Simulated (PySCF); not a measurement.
Computed IR spectrum (relative IR intensity) of a molecule C3H8OSi. Geometry optimised at PBE-D3(BJ)/def2-SVP. The values are those of a single conformer. All values below come from PBE-D3(BJ)/def2-SVP in PySCF. Frequencies are harmonic and unscaled.

Lines under 2 % of the strongest are left out, and lines within 2 cm⁻¹ are merged.

```tsv
ν (cm⁻¹)	relative intensity
220	2.2
295	45
415	6.6
456	5.0
561	4.9
646	11
702	7.3
816	5.7
892	100
907	32
920	21
982	5.9
994	11
1010	8.2
1129	3.3
1192	20
1236	32
1261	6.1
1356	4.8
1422	9.9
2152	55
2168	36
2175	49
3014	17
3052	4.8
3148	2.2
3696	13
```

Question: Which molecule gave these data?
A. O[C@H]1C[C@H]1[SiH3]
B. C=CC[SiH2]O
C. C/C=C/O[SiH3]
D. C=C[Si@@H](C)O

Answer: A, O[C@H]1C[C@H]1[SiH3]
